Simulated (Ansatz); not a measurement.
`CB(C)[SeH]` + `[SiH3][TeH]` → `[SeH][SiH2][TeH]` + `CBC` at 298.15 K and 1 bar (formal exchange of groups at the Se–B bond).

Computed with Ansatz on PBE0-D4/def2-TZVP structures; ΔE is electronic, products minus reactants. CCSD(T)/CBS adds triple-zeta CCSD(T) − MP2 to the extrapolated MP2 energy (def2 sets, frozen cores). Elements past krypton have def2 core potentials. For Se, Te outer-core shells are correlated without core-valence functions, which leaves a few kJ/mol of doubt a bond. Scalar relativity is left out up to krypton. One conformer a species, not always the lowest.

```json
{"species": "`CB(C)[SeH]`", "CCSD(T)/CBS energy (Eh)": "-2505.86300", "H − E (kJ/mol)": "245.1", "S (J/(mol·K))": "342.3"}
{"species": "`[SiH3][TeH]`", "CCSD(T)/CBS energy (Eh)": "-559.21313", "H − E (kJ/mol)": "96.9", "S (J/(mol·K))": "297.5"}
{"species": "`[SeH][SiH2][TeH]`", "CCSD(T)/CBS energy (Eh)": "-2959.95331", "H − E (kJ/mol)": "104.3", "S (J/(mol·K))": "356.2"}
{"species": "`CBC`", "CCSD(T)/CBS energy (Eh)": "-105.11307", "H − E (kJ/mol)": "238.0", "S (J/(mol·K))": "286.3"}
```

H − E and S are ideal-gas, rigid-rotor, harmonic terms from PBE0-D4/def2-TZVP, for one conformer and one mirror image of each species. 1 Eh = 2625.50 kJ/mol, R = 8.31446 J/(mol·K).

**Question.** By hand: ΔE, ΔH, ΔS and ΔG.

**Answer.** ΔE = (-2959.95331) + (-105.11307) − (-2505.86300) − (-559.21313) = 0.00975 Eh = 25.6 kJ/mol. Δ(H − E) = 104.3 + 238.0 − 245.1 − 96.9 = 0.3, so ΔH = 25.9 kJ/mol. ΔS = 356.2 + 286.3 − 342.3 − 297.5 = 2.7 J/(mol·K). ΔG = 25.9 − 298.15 × (2.7)/1000 = 25.1 kJ/mol.

**Question.** By hand: the equilibrium constant, and the temperature at which ΔG would vanish if ΔH and ΔS stayed fixed.

**Answer.** log₁₀ K = −ΔG/(RT ln 10) = -4.4. ΔG = 0 at ΔH/ΔS = 9593 K, far beyond where these terms or the molecules hold.

The number of gas molecules stays the same, so ΔS is small and ΔH decides. A doubt of 5 kJ/mol in ΔE shifts log₁₀ K by 0.9 here. Other conformers and mirror images would add mixing entropy, several J/(mol·K) or more a flexible species. These are equilibria of isolated gas molecules and say nothing of rates. Largest T1 diagnostic: 0.011 (customary marks: 0.02 for closed shells, 0.045 for open ones).
